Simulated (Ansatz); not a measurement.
Mulliken charges of C2F2N2Sn (`N#[C][Sn]([F])([F])[C]#N`) from PBE/def2-TZVPP in Ansatz (PBE0-D4/def2-TZVP geometry).

```csv
atom,x (Å),y (Å),z (Å),charge (e)
N1,-1.459,0.451,2.543,0.086
C2,-0.881,0.447,1.548,-0.392
Sn3,0.161,0.405,-0.240,1.379
F4,-0.795,1.392,-1.525,-0.384
F5,1.806,1.288,-0.007,-0.384
C6,0.519,-1.494,-0.983,-0.392
N7,0.710,-2.556,-1.382,0.086
```

Question: By hand: the dipole of these point charges (1 e Å = 4.8032 D).

Answer: Σ q r = (-0.089, -0.241, 0.136) e Å, of length 0.291 e Å = 1.40 D.

Question: How does the dipole of the full density compare? (Estimate.)

Answer: Ansatz gave: (0.032, 0.090, -0.050) e Å, 0.52 D; the point charges give 2.69 times that, at 179° from its direction, so they point the opposite way.

Point charges leave out the atoms' own dipoles, such as those of lone pairs, and Mulliken's split depends on the basis, so the two needn't agree.
